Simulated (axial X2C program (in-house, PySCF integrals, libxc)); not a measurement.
**CrSe: bond constants with and without spin–orbit coupling**

Calculated with an axial X2C code built on PySCF integrals. Spin-free means the one-electron spin-free X2C Hamiltonian; two-component (2c) means X2C with spin–orbit coupling and atomic mean-field two-electron Coulomb and Gaunt terms, so the difference of the two also holds small scalar two-electron terms. Basis: Se dyall-cv3z [8s9p6d4f1g], Cr dyall-cv3z [9s10p6d3f2g] (cores contracted in-house); Gaussian nuclei, density fitting, unrestricted open shells. Masses: Se 79.917 u, Cr 51.941 u.

Input file and command:
```json
{
 "zs": [
  34,
  24
 ],
 "q": 0,
 "bas": [
  "dyall-cv3z",
  "dyall-cv3z"
 ],
 "levels": [
  "PBE0",
  "HF",
  "BHandHLYP"
 ],
 "cc": true,
 "r0": 2.18,
 "thr": -2.0,
 "nmax": 90,
 "npts": 10,
 "nst": 2,
 "ntry": 6
}
```
```bash
python so2c.py task.json out
```

Keys: zs atomic numbers; q charge; bas basis sets; levels methods; cc coupled cluster on or off; r0 starting distance in Å; thr threshold in hartree for freezing inner shells (an s shell follows its p shell); nmax most natural virtual spinors; npts points on the curve; nst determinants followed; ntry starts of the search. HF also brings MP2.

State, spin-free: M_S = 2, Λ = 1 (beyond evenly filled blocks: σα, π+α, δ+α, δ-α); electrons by block: σα: 14, σβ: 13, π+α: 7, π+β: 6, π-α: 6, π-β: 6, δ+α: 2, δ+β: 1, δ-α: 2, δ-β: 1. Fragments: Se + Cr.

State, 2c: Ω = 1 (⟨Sz⟩ = 2.00, ⟨Lz⟩ = -1.00 at PBE0); electrons by block: 1/2: 20, -1/2: 20, 3/2: 7, -3/2: 8, 5/2: 2, -5/2: 1. Fragments: Se + Cr.

```
Hamiltonian      level  Re (Å)  ωe (cm⁻¹)  Be (cm⁻¹)  αe (cm⁻¹)  De (eV)  D0 (eV)  k (mdyn/Å)  μ (D)
  spin-free       PBE0   2.256      304.8     0.1052   0.000579     2.62     2.60        1.72   5.23
  spin-free         HF   2.495      233.9    0.08603    0.00041     1.01    0.998        1.01   6.79
  spin-free       CCSD   2.327      268.5    0.09891   0.000449     2.28     2.27        1.34    n/a
  spin-free    CCSD(T)   2.299      276.0     0.1013   0.000506     2.43     2.41        1.41    n/a
  spin-free  BHandHLYP   2.341      263.7    0.09769   0.000409     2.38     2.37        1.29   5.66
         2c       PBE0   2.264      300.8     0.1045   0.000573     2.64     2.62        1.68   5.18
         2c         HF   2.498      233.2    0.08585   0.000411      n/a      n/a        1.01   6.79
         2c       CCSD   2.333      268.0    0.09837   0.000435     2.25     2.24        1.33    n/a
         2c    CCSD(T)   2.307      274.4     0.1006   0.000492     2.39     2.37         1.4    n/a
         2c  BHandHLYP   2.347      264.3    0.09719   0.000414     2.35     2.33         1.3   5.62
```

Correlated methods: 12 electrons correlated (number of frozen shells: Se 3 s, 2 p, 1 d; Cr 3 s, 2 p), 278 virtual spin orbitals or spinors in MP2, 90 natural virtuals in coupled cluster.

Dipoles are positive if Cr is the positive end.

Occupations by symmetry block were frozen at the best pattern of an incomplete PBE0 search. De is counted from the lowest determinant-based energies of the atoms at the same level, without counterpoise correction. De is not given where an atomic determinant may have missed its ground term or J level, or where the truncated virtual space spoils (T). Density functionals use the spin component along the axis (collinear). CCSD and (T) use frozen natural virtuals with an MP2 correction for the truncation; (T) itself is uncorrected, so its De runs slightly low. The functionals have no current-density term, which raises determinants with orbital currents, atoms included. With several unpaired electrons one determinant need not be a pure state. Open-shell Ω = 0 determinants with evenly filled partner blocks cannot be reached by this program, so the Ω shown need not be the lowest component. The determinant is spin-polarised beyond a pure state at some levels (its spin-free form has ⟨S²⟩ too high), which makes Re and μ there less reliable. The T1 diagnostic is large, a sign of multireference character.

No reliable constants came from MP2 (2c), MP2 (spin-free): no minimum in range, unconverged points, a curve that is not smooth, a change of character along it, or the two Hamiltonians disagreeing along it.

Rough cost a point (2c) on 1 thread(s) of a shared host, integrals apart: PBE0 1 s, HF 0.9 s, CCSD(T) 8 s, BHandHLYP 1.2 s.

The whole task took 4.4 min on 1 thread of Arm Neoverse V1 (shared host).
